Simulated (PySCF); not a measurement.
Two species compared at the same levels of theory.

First species: C₇H₁₁F₃S.
Atom-mapped SMILES: `[F:1][C:2]([F:3])([F:4])[C@@H:5]1[CH2:6][CH2:7][CH2:8][CH2:9][S:10][CH2:11]1` (hydrogens: H12 on C5; H13, H14 on C6; H15, H16 on C7; H17, H18 on C8; H19, H20 on C9; H21, H22 on C11)

Second species: C7H9N.
Z-matrix (Å and degrees, GFN2-xTB geometry), rows numbered from 1:
```
H 
N   1  1.0176
C   2  1.2558  1  115.73
C   3  1.4714  2  120.76  1   178.84
C   4  1.5430  3  121.75  2   136.09
C   5  1.5148  4   86.00  3   151.03
C   6  1.5201  5  107.04  4    36.56
C   7  1.5149  6  107.11  5     0.56
C   7  1.4979  6   59.53  5   -81.95
H   3  1.1024  2  124.91  1     0.38
H   5  1.0903  4  116.24  3   -89.28
H   5  1.0887  4  112.68  3    38.81
H   6  1.0771  5  126.75  4  -165.24
H   7  1.0768  6  122.12  9  -118.23
H   8  1.0895  4  116.59  3    89.60
H   8  1.0864  4  111.74  3   -38.13
H   9  1.0720  4  132.45  3     0.50
```

Levels: PBE0/pcSseg-1 for HOMO energy, LUMO energy and HOMO–LUMO gap. Geometries: GFN2-xTB. Each species is one conformer at its optimised geometry, gas phase, non-relativistic unless stated; the electronic structure was computed with PySCF and density fitting.

Dipoles, sizes and rotational constants follow the conformer. The torsions of the flexible species, by atom-mapped SMILES:
- `[H]/[N:2]=[CH:3]/[C@:4]12[CH2:5][C@@H:6]3[C@H:7]([CH2:8]1)[C@H:9]23`: N2–C3–C4–C5 136°

The conformers of `FC(F)(F)[C@@H]1CCCCSC1` aren't listed.

```json
{"property": "HOMO energy", "column X": "-7.27 eV", "column Y": "-6.61 eV"}
{"property": "LUMO energy", "column X": "-0.17 eV", "column Y": "0.89 eV"}
{"property": "HOMO–LUMO gap", "column X": "7.10 eV", "column Y": "7.50 eV"}
```

Question: Which column belongs to which species?

Answer: Column X is the second species and column Y the first. The first has 22 atoms and 96 electrons, the second 17 and 58.

Question: How does each property change from the first species to the second?

Answer: HOMO energy -0.66 eV; LUMO energy -1.06 eV; HOMO–LUMO gap -0.40 eV.

